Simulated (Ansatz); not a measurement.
Te4Pb4⁺. Total charge 1; doublet. Geometry PBE-D4/def2-SVP, that of the neutral singlet; atoms count from 1.

Cartesian coordinates in Å:
```
Pb 0.755 -0.271 -2.378
Pb -2.346 0.891 0.038
Pb 0.067 -2.226 1.158
Pb 1.524 1.606 1.182
Te -1.684 -1.773 -1.309
Te -0.832 0.300 2.629
Te 2.593 -0.986 -0.040
Te -0.076 2.459 -1.280
```

In the def2 sets Pb, Te take a core potential; there is no spin–orbit coupling. The structure comes from a short search, and lower isomers may exist.

(1) Estimate the Mulliken populations from the PBE0/def2-SVP orbitals of Ansatz.

(2) Where does the spin sit?

(3) And the Mayer bond orders between bonded heavy atoms (over 0.3)?

## Answers

(1) 
| atom | charge (e) | spin (α − β) |
| --- | --- | --- |
| Pb1 | 0.53 | -0.02 |
| Pb2 | 0.53 | -0.02 |
| Pb3 | 0.53 | -0.01 |
| Pb4 | 0.53 | -0.01 |
| Te5 | -0.29 | 0.25 |
| Te6 | -0.28 | 0.28 |
| Te7 | -0.28 | 0.29 |
| Te8 | -0.29 | 0.24 |
Mulliken values and Mayer orders depend strongly on the basis.

(2) Summed by element: Pb -0.07, Te 1.07, of 1 unpaired in all. Largest on single atoms: Te7 0.29, Te6 0.28, Te5 0.25.

(3) Pb1–Te5 0.66 (3.06 Å); Pb1–Te7 0.71 (3.06 Å); Pb1–Te8 0.72 (3.06 Å); Pb2–Te5 0.72 (3.06 Å); Pb2–Te6 0.71 (3.06 Å); Pb2–Te8 0.66 (3.06 Å); Pb3–Te5 0.72 (3.06 Å); Pb3–Te6 0.72 (3.06 Å); Pb3–Te7 0.66 (3.06 Å); Pb4–Te6 0.66 (3.06 Å); Pb4–Te7 0.71 (3.06 Å); Pb4–Te8 0.73 (3.06 Å).
